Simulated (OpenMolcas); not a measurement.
Levels of Ru+ by method

```json
{
  "Program": "OpenMolcas 26.06",
  "Basis": "ANO-RCC-VQZP [8s7p5d3f2g1h]",
  "Scalar Hamiltonian": "DKH2, point nucleus",
  "Active space": "7 electrons in 6 orbitals (4d 5s)",
  "State averaging": "2S+1 = 4 even, 50 roots; 2S+1 = 6 even, 6 roots kept (CI in the orbitals of an earlier block); 2S+1 = 2 even, 105 roots kept (CI in the orbitals of an earlier block)",
  "Spin-orbit coupling": "state interaction with AMFI integrals over the reference wave functions, term energies averaged over their components"
}
```

Methods on the same reference wave functions:
A. CASSCF
B. SS-CASPT2, IPEA 0.25 Eh, imaginary shift 0.1 Eh (closed shells correlated: 4s 4p)
C. MS-CASPT2, IPEA 0.25 Eh, imaginary shift 0.1 Eh (closed shells correlated: 4s 4p)

Energies in cm⁻¹ above 4d⁷ ⁴F_9/2, the measured ground level; measured values from NIST Handbook of Basic Atomic Spectroscopic Data.

| Level | A | B | C | Measured |
| --- | --- | --- | --- | --- |
| 4d⁶ 5s ⁶D_9/2 [56 %] | -481 | 7320 | 7420 | 9151 |
| 4d⁷ ⁴F_9/2 [56 %] | 0.0 | 0.0 | 0.0 | 0.0 |
| 4d⁶ 5s ⁶D_7/2 | 654 | 8290 | 8380 | 10150 |
| 4d⁶ 5s ⁶D_5/2 [74 %] | 1347 | 9260 | 9070 | 10852 |
| 4d⁷ ⁴F_7/2 | 1433 | 1642 | 1657 | 1523 |
| 4d⁶ 5s ⁶D_3/2 [70 %] | 1809 | 9790 | 9540 | 11304 |
| 4d⁶ 5s ⁶D_1/2 [57 %] | 2079 | 9050 | 9840 | 11604 |
| 4d⁷ ⁴F_5/2 | 2480 | 2690 | 2720 | 2494 |
| 4d⁷ ⁴F_3/2 | 3164 | 3340 | 3380 | 3104 |
| 4d⁷ ⁴P_5/2 [74 %] | 10586 | 8090 | 7360 | 8257 |
| 4d⁷ ⁴P_3/2 [63 %] | 11215 | 8420 | 7650 | 8478 |
| 4d⁷ ⁴P_1/2 [53 %] | 12203 | 10550 | 8530 |  |
| 4d⁷ ²G_9/2 | 13303 | 10850 | 10950 |  |
| 4d⁶ 5s ⁴D_7/2(1) | 13585 | 16730 | 16830 |  |
| 4d⁶ 5s ⁴D_5/2(1) | 14738 | 17930 | 18030 |  |
| 4d⁷ ²G_7/2 | 14764 | 12320 | 12420 |  |
| 4d⁶ 5s ⁴D_3/2(1) | 15192 | 18740 | 18820 |  |
| 4d⁶ 5s ⁴D_1/2(1) | 15713 | 19190 | 19280 |  |
| 4d⁷ ²H_11/2 | 18152 | 15090 | 15190 |  |
| 4d⁷ ²D_5/2 | 18195 | 14640 | 14750 |  |
| 4d⁷ ²P_1/2 | 18868 | 14950 | 15010 |  |
| 4d⁶ 5s ⁴H_13/2 | 19581 | 24830 | 24930 |  |
| 4d⁷ ²H_9/2 | 19588 | 16580 | 16680 |  |
| 4d⁶ 5s ⁴H_11/2 | 19826 | 24990 | 25090 |  |

A puts 4d⁶ 5s ⁶D_9/2 [56 %] lowest.

Deviations, from unrounded energies. A percentage is the sum of absolute deviations over the sum of measured energies, with the sign that they share, or ± where signs differ.

```
                        Against measurement  Levels      A      B      C
             mean absolute deviation (cm-1)      10   5300   1000   1100
      fine structure of the ground term (%)       3   ±2.3   +7.8   +8.9
other terms of the ground configuration (%)       2  +30.3   -1.4  -10.3
                   other configurations (%)       5  -89.8  -17.6  -16.6
```

B lies closest to measurement on these levels and A furthest from it. The largest miss of B in the table is 4d⁶ 5s ⁶D_1/2 [57 %], by -2600 cm-1. The ranking rests on the paired levels alone, and a cruder setting can come out closer through cancelling errors.

Between B and C the level of the table that moves most is 4d⁷ ⁴P_1/2 [53 %], by 2000 cm-1 (lowest in C, highest in B). Moves below CASPT2's spread within the term are not significant.

The mean deviations of B to C differ by less than CASPT2's widest spread within a term (1300 cm-1), so their order carries little weight.

From A to B the spin-free energies of the other terms of 4d⁷ shown, above ⁴F, scale by factors of 0.75 to 0.81, as is usual when dynamic correlation screens the repulsion within a d or f shell.

The lowest spin-free term lies below A's lowest term by 0.551 hartree in B, 0.551 hartree in C.

CASPT2 does not keep the components of a term degenerate, so their means are used; among the terms shown or strongly mixed into the levels shown the widest spread is 1300 cm-1 (4d⁷ ⁴F, C). Over all roots computed the reference weight is 0.85 to 0.91 in B, 0.85 to 0.91 in C; the roots of lowest weight are the least certain, and an intruder state may touch them. Some levels mix across a computed gap that differs much from the measured one, so their mixing is not that of the real levels. Terms from blocks run as CI alone lack orbitals of their own. Configurations are named by rounded mean occupations; where the s occupation lies near a half they are strongly mixed, a name can repeat and a true partner stay unpaired. A single d shell beside an s shell can misplace configurations of different d count against each other. Without dynamic correlation excited terms often stand tens of per cent too high (terms of higher spin than the ground term too low), and those without a measured partner can miss by more than the paired ones (holds for A). The lowest computed level is not the ground level that NIST lists (4F9/2) (holds for A). Blocks of more than 70 roots (2S+1 = 2 even) ran without multistate coupling (holds for C). Computed and measured levels are paired by configuration, term and J; levels that our copy of the source lacks, or whose pairing is in doubt (as where it misses far off the trend of its configuration), stay unpaired and out of the deviations. Levels of configurations outside the active space are missing. Levels that lie high or do not pair safely by name in every column are left out.

A share in square brackets marks a mixed level and gives the weight of the term that names it, the lowest over the columns. A number in round brackets counts repeated terms of one configuration in the order of the reference energies.
